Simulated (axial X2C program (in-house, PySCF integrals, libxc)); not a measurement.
# YbI⁺: the levels of the configuration f12 s1 d(πδ)1

Computed with an in-house all-electron X2C program for linear molecules (integrals from PySCF): two-component X2C with atomic mean-field Coulomb and Gaunt terms, basis Yb dyall-v3z, I dyall-v3z (cores contracted in-house). Orbitals come from Hartree–Fock averaged over the configuration Yb f12 s1 d(πδ)1; CI then distributes these electrons over the f, s, d(πδ) shells of Yb, the count in the first shell held.

R = 2.665 Å (near the minimum of the configuration average).

Lowest levels of this model:

| Ω | energy (cm⁻¹) | g∥ | configuration |
| --- | --- | --- | --- |
| 4 | 0 | 11.52 | 98% f12 s1 d(πδ)1 |
| 3 | 177 | 8.88 | 97% f12 s1 d(πδ)1 |
| 5 | 334 | 13.94 | 99% f12 s1 d(πδ)1 |
| 2 | 605 | 6.16 | 97% f12 s1 d(πδ)1 |
| 1 | 1166 | 3.43 | 96% f12 s1 d(πδ)1 |
| 0 | 1605 | 0.00 | 94% f12 s1 d(πδ)1 + 6% f12 d(πδ)2 |
| 0 | 2131 | 0.00 | 99% f12 s1 d(πδ)1 |
| 1 | 2501 | 1.51 | 97% f12 s1 d(πδ)1 |
| 6 | 2536 | 12.35 | 98% f12 s1 d(πδ)1 |
| 5 | 2539 | 9.82 | 98% f12 s1 d(πδ)1 |
| 4 | 2636 | 7.47 | 98% f12 s1 d(πδ)1 |
| 7 | 2671 | 14.90 | 99% f12 s1 d(πδ)1 |
| 3 | 2742 | 5.52 | 97% f12 s1 d(πδ)1 |
| 2 | 2762 | 3.52 | 96% f12 s1 d(πδ)1 |
| 8 | 2979 | 18.17 | 99% f12 s1 d(πδ)1 |
| 7 | 3069 | 15.09 | 99% f12 s1 d(πδ)1 |
| 4 | 3144 | 10.02 | 99% f12 s1 d(πδ)1 |
| 3 | 3194 | 7.44 | 98% f12 s1 d(πδ)1 |
| 6 | 3339 | 12.95 | 98% f12 s1 d(πδ)1 |
| 2 | 3401 | 5.06 | 96% f12 s1 d(πδ)1 |
| 9 | 3436 | 21.98 | 99% f12 s1 d(πδ)1 |
| 8 | 3469 | 19.57 | 100% f12 s1 d(πδ)1 |
| 1 | 3616 | 2.78 | 92% f12 s1 d(πδ)1 |
| 5 | 3677 | 10.71 | 98% f12 s1 d(πδ)1 |
| 0 | 3751 | 0.00 | 88% f12 s1 d(πδ)1 + 8% f12 s2 |
| 7 | 3867 | 17.22 | 99% f12 s1 d(πδ)1 |
| 4 | 4053 | 8.48 | 97% f12 s1 d(πδ)1 |
| 0 | 4173 | 0.00 | 98% f12 s1 d(πδ)1 |
| 1 | 4234 | 1.58 | 97% f12 s1 d(πδ)1 |
| 3 | 4333 | 6.28 | 97% f12 s1 d(πδ)1 |

g∥ is the magnitude of 2⟨Lz + ge Sz⟩ for the +Ω component.

(1) From Ω and g∥ of the lowest level, whose 2⟨Lz + ge Sz⟩ is positive, find ⟨Sz⟩ and ⟨Lz⟩ (ge = 2.0023).

Occupations of the active spinors in the lowest level by ω, shell by shell in order of energy: -7/2: 0.12; -5/2: 0.96 0.82 0.03; -3/2: 0.96 0.18 0.81 0.04; -1/2: 1.00 0.97 0.04 0.11; 1/2: 1.00 0.99 0.94 0.00; 3/2: 1.00 1.00 0.00 0.00; 5/2: 1.00 1.00 0.01; 7/2: 1.00. The leading determinant has weight 0.71 among 255.

This point took 6 s on 1 thread of Arm Neoverse V1 (shared host).

Dynamic correlation is missing, so gaps between terms are too wide and other configurations may lie lower; the lowest level listed is that of this model, not necessarily the ground state. With the count in the first shell held, other counts are excluded: this configuration can lie several eV above the ground configuration of the molecule. At most 4 roots were kept for each Ω > 0 (twice that for Ω = 0) within 2.2 eV of the lowest, so higher up levels can be missing between those listed; levels with Ω > 0 are doubly degenerate and listed once, Ω = 0 levels singly.

Answers

(1) Ω = ⟨Lz⟩ + ⟨Sz⟩ = 4 and ⟨Lz⟩ + ge⟨Sz⟩ = 5.760, so ⟨Sz⟩ = 1.76 and ⟨Lz⟩ = 2.24.
